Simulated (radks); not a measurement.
Gd55+, configuration [He] 2s2 2p5 (the NIST ground configuration).

Calculated with a radial shooting solver on a logarithmic mesh with Libxc functionals: scalar-relativistic Kohn-Sham, PBEsol, spin-polarised, spherical densities, point nucleus; open shells are filled with parallel spins first (spin-orbit coupling, left out, can overturn this in heavy ions).

Energy parts (hartree):
| part | energy |
|---|---|
| total | -7614.6036 |
| kinetic | 8363.7832 |
| electron-nucleus | -16441.7185 |
| Hartree | 563.7361 |
| exchange-correlation | -100.4045 |

Orbitals (lengths in bohr, moments of r in powers of bohr; r(max) is where P^2 peaks):
orbital  occ.  eigenvalue (hartree)   r(max)
1s up       1             -2010.632  0.01391
1s down     1             -2010.144  0.01391
2s up       1             -459.7107  0.07800
2s down     1             -458.9839  0.07803
2p up       3             -428.7389  0.06284
2p down     2             -427.8685  0.06288

The highest occupied level is 2p down at -11642.9 eV. For comparison, the ionisation energy in NIST's Atomic Spectra Database is 11552 eV (theoretical). In exact Kohn-Sham theory the highest level is minus the ionisation energy, but local and semilocal functionals leave it too shallow, through self-interaction and a potential that decays too fast; potentials with the right tail come closer.
